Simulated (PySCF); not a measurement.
C4H10Si2, SMILES C=C[SiH2]/C=C/[SiH3]. Atoms are numbered in the order given.

```xyz
16

C      3.6195    -0.9130    -0.0917
C      2.5614    -0.3149     0.4732
Si     1.2941     0.6829    -0.4819
C     -0.4124    -0.0932    -0.3420
C     -1.4812     0.5158     0.2081
Si    -3.1798    -0.2670     0.3667
H      3.8169    -0.8412    -1.1676
H      4.3391    -1.5003     0.4905
H      2.4213    -0.4287     1.5571
H      1.1948     2.0739     0.0539
H      1.7343     0.7235    -1.9095
H     -0.5352    -1.1183    -0.7231
H     -1.3551     1.5401     0.5906
H     -4.2055     0.5443    -0.3557
H     -3.5944    -0.3423     1.8002
H     -3.1405    -1.6423    -0.2093
```
Charge 0, spin multiplicity 1.

Coordinates come from a B3LYP-D3(BJ)/def2-SVP optimisation. The structure was generated by enumeration; whether it is a known compound was not checked. One conformer was computed; it need not be the lowest.

The numbers are results of TDA-M06-2X/def2-SVPD run with PySCF 2.14.0, not measurements.

Vertical excitations. Gas-phase values at a fixed geometry.

Computed excitation energies, oscillator strengths and character:
| state | energy (eV) | λ (nm) | f | main pairs |
|---|---|---|---|---|
| S1 | 5.56 | 223 | 0.010 | HOMO→LUMO 34 %, HOMO−2→LUMO 33 %, HOMO−1→LUMO 19 % |
| S2 | 6.40 | 194 | 0.118 | HOMO−1→LUMO 19 %, HOMO−3→LUMO+1 18 %, HOMO−3→LUMO 16 %, HOMO−2→LUMO+1 13 % |
| S3 | 6.95 | 178 | 0.745 | HOMO→LUMO 49 %, HOMO−2→LUMO 28 % |
| S4 | 7.14 | 174 | 0.235 | HOMO−1→LUMO 42 %, HOMO−2→LUMO 23 %, HOMO−2→LUMO+1 11 %, HOMO−1→LUMO+1 8 % |
| S5 | 7.35 | 169 | 0.028 | HOMO−1→LUMO+1 32 %, HOMO→LUMO+2 17 %, HOMO−1→LUMO+2 15 %, HOMO→LUMO+1 8 % |
| S6 | 7.40 | 167 | 0.281 | HOMO→LUMO+1 46 %, HOMO−1→LUMO+1 25 % |
| T1 | 4.35 | 285 | 0 | HOMO−1→LUMO 42 %, HOMO→LUMO 36 %, HOMO−1→LUMO+1 7 % |
| T2 | 4.54 | 273 | 0 | HOMO→LUMO+1 30 %, HOMO→LUMO 15 %, HOMO−2→LUMO+1 14 %, HOMO−1→LUMO 13 % |
Triplets are in the Tamm–Dancoff approximation.
